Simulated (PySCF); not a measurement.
Computed shifts of a molecule C2H7AlOS, PBE/pcSseg-1 in PySCF, GIAO, gas phase, atoms alike by connectivity averaged where their shifts nearly agree, in ppm (number of nuclei): ¹H: 5.08 (1), 4.40 (3), 2.57 (3). ¹³C: 58.9 (1), 13.2 (1). References: ¹H against TMS (σ = 31.49 ppm); ¹⁷O against H2O (σ = 334.3 ppm); ¹³C against TMS (σ = 182.0 ppm); ³³S against H2S (σ = 706.5 ppm), references at their B3LYP-D3(BJ)/def2-TZVP geometries, non-relativistic. Coordinates come from a ωB97X-D3(BJ)/def2-SVP optimisation. The values are those of a single conformer.

Q: Which molecule gave these data?
A. C[S][Al]([CH3])[OH]
B. C[O][AlH][S]C
C. C[O][Al]([CH3])[SH]

A: B, C[O][AlH][S]C
